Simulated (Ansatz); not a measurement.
Breaking a bond: C10H10Cr, triplet. The C2–H21 bond (C2 also carries C, C, Cr; H21 carries nothing else) is pulled apart rigidly from the PBE0/def2-SVP optimised geometry.

Computed with unrestricted PBE0/def2-SVP (Ansatz, a program for electronic structure).

### Question
Relative to R = 1.09 Å, what are the energies at R = 0.89, 1.57, 1.80, 2.27 Å?

### Answer
39.6 mEh at 0.89 Å, 70.2 mEh at 1.57 Å, 112.8 mEh at 1.80 Å, 161.1 mEh at 2.27 Å.

The unrestricted solution behind UKS-PBE0 changes between 2.02 and 2.27 Å, which can leave a kink. The unrestricted determinant behind UKS-PBE0 is spin-contaminated at 2.02 to 3.20 Å (<S²> up to 3.1, against 2.00 for a pure triplet).
